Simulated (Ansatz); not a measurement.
The cluster BiTe2, relaxed as a doublet with UKS B3LYP-D4/def2-SVP in Ansatz, starting from the GFN1-xTB geometry. Force threshold 0.02 eV/Å.

In the def2 sets Bi, Te take a core potential; there is no spin–orbit coupling. The structure comes from a short search, and lower isomers may exist.

Start:

```
atom   x (Å)   y (Å)   z (Å)
 Bi1   0.896  -1.292   0.477
 Te2  -1.191  -0.172  -1.058
 Te3   0.295   1.464   0.581
```

Problem. Estimate the energy that the relaxation releases and the steps that it takes.

Solution. 0.04 eV, in 4 steps; 12 s on 4 threads of Arm Neoverse V1 on a shared host. No frequencies were taken in this run, so the end may be a saddle point.

Problem. Does the start keep its bonding and symmetry?

Solution. By distances, no bond broke or formed. The bond that changes most is Te2–Te3, from 2.75 to 2.83 Å (atoms count from 1). Point group C2v at the start, C2v at the end, both within 0.05 Å.

Problem. Predict the relaxed structure.

Solution. 
```xyz
3

Bi    0.908   -1.309    0.483
Te   -1.219   -0.187   -1.084
Te    0.310    1.496    0.601
```
Bond lengths: 2 × Bi–Te 2.87 Å; 1 × Te–Te 2.83 Å.
